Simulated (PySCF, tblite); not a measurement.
Compound: C4H10F2SSi.
Cartesian coordinates in Å at the GFN2-xTB level; atoms count from 1:
```
atom  x, y, z in Å
C1    -3.0420   -0.5752   -0.4517
C2    -1.6163   -0.4101    0.0617
C3    -0.8959    0.7463   -0.6209
F4    -1.5116    1.9414   -0.2544
Si5    0.9545    0.9058   -0.1830
F6     1.6991    1.6617   -1.4017
S7     1.8014   -1.0461   -0.0538
C8     3.5651   -0.6154   -0.2075
H9    -3.6030    0.3443   -0.3017
H10   -3.0410   -0.8086   -1.5145
H11   -3.5447   -1.3795    0.0793
H12   -1.6300   -0.2224    1.1369
H13   -1.0434   -1.3225   -0.1140
H14   -1.0353    0.6817   -1.7079
H15    1.2274    1.7469    0.9655
H16    4.1107   -1.5515   -0.2466
H17    3.7221   -0.0512   -1.1202
H18    3.8743   -0.0394    0.6580
```

Computed, not measured: PBE0/pcSseg-1 in PySCF (dipole) on a GFN2-xTB geometry, gas phase.

Take the most abundant isotopes and a rigid rotor. The values belong to one conformer with, in the numbering `[CH3:1][CH2:2][C@@H:3]([F:4])[Si@H:5]([F:6])[S:7][CH3:8]`, C1–C2–C3–F4 66°, C2–C3–Si5–F6 155°, C3–Si5–S7–C8 162°.

Give the principal moments of inertia and the rotational constants in MHz.

Ia = 223.51, Ib = 630.30, Ic = 799.27 u·Å²; 505379 MHz·u·Å²/I gives A = 2261, B = 801.8, C = 632.3 MHz.

Classify the top.

An asymmetric top: κ = (2 × 801.8 − 2261 − 632.3)/(2261 − 632.3) = -0.79.

Is it planar, by Δ = Ic − Ia − Ib?

Not planar: Δ = Ic − Ia − Ib = -54.54 u·Å². For a rigid frame Δ = −2 Σ m c², so Σ m c² = 27.27 u·Å² lies off the ab plane: 9.97 from hydrogen and 17.31 from heavier atoms. The atom farthest from that plane is 1.65 Å away.

Give the other two planar moments, Paa and Pbb, and the rms extents of the mass along the axes.

Paa = Σ m a² = (Ib + Ic − Ia)/2 = 603.03 and Pbb = Σ m b² = (Ia + Ic − Ib)/2 = 196.24 u·Å². With the mass M = 156.02 u, the rms extents √(P/M) along a, b and c are 1.97, 1.12, 0.42 Å.

List the rotational levels J(Ka,Kc) to J = 2 (cm⁻¹).

Above 0(0,0):
J = 1: 1(0,1) 0.0478, 1(1,1) 0.0965, 1(1,0) 0.1022
J = 2: 2(0,2) 0.1430, 2(1,2) 0.1865, 2(1,1) 0.2035, 2(2,1) 0.3495, 2(2,0) 0.3500
The levels of one J sum to (2J + 1)J(J + 1)(A + B + C)/3.

Which lines would a microwave search look for?

The dipole components are |μa| = 0.96 D, |μb| = 1.32 D, |μc| = 0.17 D. Intensities carry the squares of the components, which stand as 0.53 : 1.00 : 0.02 (a : b : c). Some lines, for components of 0.1 D or more:

| type | branch | J(Ka,Kc) | MHz | lower level (cm⁻¹) |
| --- | --- | --- | --- | --- |
| a | Q | 2(1,1) ← 2(1,2) | 509 | 0.187 |
| a | R | 1(0,1) ← 0(0,0) | 1434 | 0.000 |
| c | Q | 1(1,1) ← 1(0,1) | 1459 | 0.048 |
| b | Q | 1(1,0) ← 1(0,1) | 1629 | 0.048 |
| b | Q | 2(1,1) ← 2(0,2) | 1812 | 0.143 |
| a | R | 2(1,2) ← 1(1,1) | 2699 | 0.097 |
| a | R | 2(0,2) ← 1(0,1) | 2854 | 0.048 |
| b | R | 1(1,1) ← 0(0,0) | 2893 | 0.000 |
| a | R | 2(1,1) ← 1(1,0) | 3038 | 0.102 |
| c | R | 1(1,0) ← 0(0,0) | 3063 | 0.000 |
| c | Q | 2(2,1) ← 2(1,1) | 4378 | 0.203 |
| b | Q | 2(2,0) ← 2(1,1) | 4392 | 0.203 |
| b | R | 2(2,1) ← 1(1,0) | 7415 | 0.102 |
| c | R | 2(2,1) ← 1(1,1) | 7585 | 0.097 |
| b | R | 2(2,0) ← 1(1,1) | 7599 | 0.097 |

Its GFN2-xTB frequencies are all real (lowest 32 cm⁻¹). Constants of a rigid frame at the computed geometry: no zero-point averaging, no centrifugal distortion. A rigid rotor knows nothing of internal rotation, which can split or shift real lines.

The run took 60 s of wall time on one thread, Arm Neoverse N1 (aarch64), shared host with 64 logical CPUs at a one-minute load of 61, and the process peaked at 0.89 GiB of memory. This is the PBE0/pcSseg-1 job that gave the dipole, with the shieldings it also computed.
